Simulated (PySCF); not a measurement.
Cartesian coordinates (Å):
```xyz
4

Sc     0.0002    -0.0010     0.0001
Cl    -1.9567    -0.4998     1.0321
Cl     0.1490    -0.1057    -2.2604
Cl     1.8150     0.5796     1.2299
```
Charge 0, spin multiplicity 1.

### Question
Predict the charge on the central atom (Mulliken), LUMO, dipole moment, HOMO–LUMO gap and charge on the central atom (meta-Löwdin) from TPSSh-D3(BJ)/def2-TZVP // r2SCAN-D4/def2-SVP (PySCF 2.14.0).

### Answer

The charge on the central atom (Mulliken) is 1.17 e. The LUMO comes out as -3.66 eV and the dipole moment is 0.010 e·Å. The HOMO–LUMO gap is 4.88 eV and the charge on the central atom (meta-Löwdin) comes out as 1.24 e.
